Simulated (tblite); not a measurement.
Compound: CH7BF2GeSi.
Bonds: F1–B2, B2–F3, B2–Si4, Si4–C5, C5–Ge6. Hydrogens: H7, H8 on Si4; H9, H10 on C5; H11, H12, H13 on Ge6.

Computed with GFN2-xTB (tblite), gas phase: L-BFGS steps from a force-field or distance-geometry start until the largest atomic force falls under 0.01 eV/Å.

Step 14: E = -547.6696 eV
```
atom  x, y, z in Å  |  force x, y, z in eV/Å
F1      1.7622    1.7468   -0.6447   -0.039   0.006  -0.040
B2      1.9900    0.7648    0.2090    0.034   0.080   0.014
F3      2.8841    1.1051    1.1165    0.050  -0.032   0.011
Si4     0.9975   -0.9391    0.1956   -0.229  -0.218   0.009
C5     -0.5861   -0.7003   -0.8504   -0.049   0.095   0.050
Ge6    -1.7232    0.5743    0.1533   -0.004  -0.017  -0.098
H7      0.5625   -1.2989    1.5600    0.035   0.002   0.007
H8      1.7003   -2.1447   -0.2610    0.111   0.012  -0.123
H9     -0.3475   -0.2770   -1.8288   -0.034  -0.037   0.104
H10    -1.1236   -1.6345   -1.0312    0.145   0.125   0.136
H11    -3.1930    0.3954   -0.0914    0.004  -0.014  -0.058
H12    -1.5233    0.4102    1.6297   -0.044   0.015  -0.007
H13    -1.4044    1.9984   -0.1743    0.021  -0.016  -0.006
```

Step 15: E = -547.6755 eV
```
atom  x, y, z in Å  |  force x, y, z in eV/Å
F1      1.7592    1.7427   -0.6427   -0.044   0.030  -0.071
B2      1.9938    0.7616    0.2095   -0.023   0.056   0.013
F3      2.8906    1.1061    1.1112    0.079  -0.043   0.042
Si4     0.9959   -0.9415    0.1951   -0.118  -0.119   0.046
C5     -0.5870   -0.6982   -0.8408   -0.065   0.091   0.022
Ge6    -1.7287    0.5781    0.1500   -0.005   0.021  -0.025
H7      0.5809   -1.3243    1.5535   -0.019   0.010   0.098
H8      1.7069   -2.1348   -0.2648    0.147  -0.073  -0.184
H9     -0.3448   -0.2838   -1.8199   -0.029   0.013   0.043
H10    -1.1219   -1.6314   -1.0207    0.091   0.058   0.135
H11    -3.1964    0.4023   -0.1049   -0.006  -0.030  -0.059
H12    -1.5399    0.4194    1.6314   -0.044   0.009  -0.049
H13    -1.4130    2.0041   -0.1744    0.035  -0.024  -0.012
```

Problem. Estimate the geometry and energy of step 16. (The exact step hangs on the optimiser's Hessian estimate; all steps are aligned on step 15, rigid shifts and turns removed.)

Solution. E = -547.6800 eV, largest force 0.268 eV/Å
```
atom  x, y, z in Å  |  force x, y, z in eV/Å
F1      1.7561    1.7403   -0.6425   -0.034   0.024  -0.058
B2      1.9964    0.7606    0.2104   -0.073   0.014   0.016
F3      2.8976    1.1064    1.1075    0.068  -0.049   0.027
Si4     0.9928   -0.9459    0.1957    0.033  -0.021   0.066
C5     -0.5888   -0.6950   -0.8328   -0.050   0.075   0.015
Ge6    -1.7332    0.5816    0.1469   -0.025   0.058   0.041
H7      0.5955   -1.3452    1.5506   -0.057   0.010   0.153
H8      1.7152   -2.1287   -0.2714    0.140  -0.091  -0.209
H9     -0.3432   -0.2889   -1.8123   -0.021   0.055  -0.016
H10    -1.1193   -1.6281   -1.0100    0.024  -0.014   0.121
H11    -3.1992    0.4077   -0.1169   -0.010  -0.041  -0.059
H12    -1.5545    0.4272    1.6319   -0.042   0.003  -0.078
H13    -1.4197    2.0083   -0.1748    0.047  -0.024  -0.019
```

The energy changes by -0.0046 eV. The first-order estimate −F·Δx gives -0.0062 eV and the mean of the old and new forces, exact on a quadratic surface, -0.0046 eV. The step makes an angle of 70° with the force vector and moves no atom by more than 0.026 Å.

The cost below is that of the whole relaxation. Hardware: one thread of an Arm Neoverse V1, no GPU, on a shared host. Cost: 1.1 s of wall time.
